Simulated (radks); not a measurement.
The numbers below are computed, except where a source is named.
The caesium anion Cs-, [Xe] 6s2, held by a Watson sphere: a shell of charge +1 at radius R that stands for the Madelung well of a crystal (potential energy -1/R inside, -1/r outside, in hartree with lengths in bohr). Level of theory: scalar-relativistic Kohn-Sham, LDA (Slater exchange, Perdew-Wang correlation), spin-polarised, spherical densities, point nucleus (a radial shooting solver on a logarithmic mesh with Libxc functionals). Response by self-consistent Sternheimer equations with the Hartree and adiabatic LDA kernel, the relativistic mass of each level held fixed and spin-orbit coupling left out. The sphere does not respond.

| R (bohr) | e(5s) (eV) | e(5p) (eV) | e(6s) (eV) | <r> 6s (bohr) | sum of <r^2> (bohr^2) | X-ray form factor at sin(theta)/lambda = 0.3 1/angstrom | alpha (bohr^3) |
|---|---|---|---|---|---|---|---|
| 3.26 | -28.518 | -15.305 | -3.248 | 4.907 | 106.1 | 37.949 | 264.5 |
| 3.86 | -27.711 | -14.501 | -3.171 | 5.035 | 109.2 | 37.950 | 288.4 |
| 3.98 | -27.584 | -14.372 | -3.150 | 5.067 | 109.9 | 37.950 | 294.9 |
| 4.16 | -27.412 | -14.196 | -3.116 | 5.117 | 111.1 | 37.949 | 305.7 |
| 4.54 | -27.108 | -13.883 | -3.034 | 5.229 | 113.6 | 37.946 | 332.0 |
| 4.55 | -27.101 | -13.876 | -3.032 | 5.232 | 113.7 | 37.946 | 332.8 |
| 4.78 | -26.950 | -13.719 | -2.978 | 5.303 | 115.4 | 37.944 | 350.8 |
| 5.02 | -26.813 | -13.578 | -2.920 | 5.379 | 117.2 | 37.942 | 371.2 |
| 5.12 | -26.762 | -13.524 | -2.895 | 5.410 | 117.9 | 37.942 | 380.0 |
